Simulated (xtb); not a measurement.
Br2FGeH2N, SMILES [NH2][Ge]([F])([Br])[Br]. All values are semi-empirical tight-binding results from xtb (GFN2-xTB unless named), good for trends rather than for accurate numbers. Geometry optimised at GFN2-xTB. One conformer was computed; it need not be the lowest.

Optimised geometry:

Bond lengths (Å): N1–Ge2 1.802, N1–H6 1.010, N1–H7 1.009, Ge2–F3 1.751, Ge2–Br4 2.279, Ge2–Br5 2.314. Bond angles (°): Ge2–N1–H6 117.1, Ge2–N1–H7 119.0, H6–N1–H7 110.1, N1–Ge2–F3 102.5, N1–Ge2–Br4 109.2, N1–Ge2–Br5 117.8, F3–Ge2–Br4 108.9, F3–Ge2–Br5 105.5, Br4–Ge2–Br5 112.2.
Charge 0, spin multiplicity 1.

For metal compounds this method's bond lengths and energies can be far off.

Computed properties:
The orbital gap comes out as 4.36 eV and the zero-point energy is 17.2 kcal/mol. The G − E(el) at 298.15 K (modified RRHO) is -5.5 kcal/mol.

Computed atomic charges and the Wiberg bond orders between heavy atoms:
charges (e) N1 -0.35, Ge2 0.42, F3 -0.27, Br4 -0.08, Br5 -0.10, H6 0.20, H7 0.19. Bond orders N1–Ge2 1.06, Ge2–F3 1.03, Ge2–Br4 1.05, Ge2–Br5 0.99.
